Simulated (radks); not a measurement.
Kr+, configuration [Ar] 3d10 4s1 4p5 4d1 (not the ground configuration). All-electron calculation, scalar-relativistic Kohn-Sham, LDA (Slater exchange, VWN5 correlation), spin-polarised, spherical densities, point nucleus; open shells are filled with parallel spins first. Program: a radial shooting solver on a logarithmic mesh with Libxc functionals.

Local quantities along the radius. ELF = 1/(1 + alpha^2) is the electron localisation function; alpha = (tau - tau_W)/tau_unif compares the Pauli kinetic energy density with that of the uniform gas (summed over spins). tau is taken from the large components.

r (bohr)	ELF	alpha
0.003308	1.000	0.02155
0.004447	0.999	0.02370
0.005931	0.999	0.02718
0.007911	0.999	0.03294
0.01055	0.998	0.04285
0.01407	0.996	0.06104
0.01877	0.991	0.09764
0.02524	0.967	0.1834
0.03366	0.867	0.3923
0.04489	0.561	0.8840
0.05987	0.310	1.492
0.07986	0.393	1.242
0.1065	0.678	0.6893
0.1432	0.783	0.5260
0.191	0.580	0.8514
0.2547	0.261	1.684
0.3398	0.473	1.056
0.4532	0.755	0.5691
0.6044	0.737	0.5979
0.8061	0.395	1.237
1.084	0.201	1.994
1.446	0.597	0.8209
1.928	0.710	0.6394
2.572	0.403	1.217
3.43	0.095	3.083
4.574	0.032	5.542
6.15	0.009	10.26
8.203	0.001	30.72
10.94	0.000	176.3

On this mesh the ELF has minima near r = 0.069, 0.25, 1.1 bohr, which separate the shells, and maxima near 0.14 (0.78), 0.52 (0.78), 1.7 (0.72).

Self-consistent cycle (total energy in hartree, residual of the potential): 1: -2782.506087, 5e+00; 2: -2784.577093, 2e+00; 3: -2785.202772, 4e-01; 4: -2785.214022, 2e-01; 5: -2785.217098, 5e-02; 6: -2785.217425, 1e-02; 7: -2785.217429, 6e-04; 8: -2785.217428, 5e-04; 9: -2785.217429, 2e-06; 10: -2785.217429, 1e-06; 11: -2785.217429, 5e-07; 12: -2785.217429, 3e-08; 13: -2785.217429, 1e-08; 14: -2785.217429, 2e-09.
